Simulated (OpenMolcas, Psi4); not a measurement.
## Predicting a hybrid from its neighbours: CH3ClF2Si

The species is CH3ClF2Si (8 atoms), meant as a singlet with charge 0. SMILES: `C[Si](F)(F)Cl`. Geometry: relaxed at PBE0-D4/def2-TZVP.

The HOMO–LUMO gap y, in eV, basis def2-SVP; a is the functional's share of exact exchange. Programs: OpenMolcas 26.06, Psi4 1.11.

```
functional     program     a  y (eV)
      BP86        Psi4     0    8.56
    r2SCAN  OpenMolcas     0    9.50
     B3LYP  OpenMolcas   0.2   10.18
      PBE0  OpenMolcas  0.25       ?
     BHLYP  OpenMolcas   0.5   12.90
```

Q: Fit y = c + s·a to the known rows and predict PBE0.

A: 
1. Means of the 4 rows: a = 0.1750, y = 10.285.
2. Σ(Δa)² = 0.1675, Σ(Δa·Δy) = 1.2865, so the slope is 1.2865/0.1675 = 7.6806.
3. Intercept: 10.285 − (7.6806) × 0.1750 = 8.941. The largest residual of the fit is 0.56.
4. PBE0: 8.941 + (7.6806) × 0.25 = 10.86 eV.

The run gave 10.87 eV, so the prediction is off by -0.01 eV, within the largest residual. Exact exchange lowers occupied levels and raises empty ones. The rows mix families of semi-local functionals, which the line can't see.
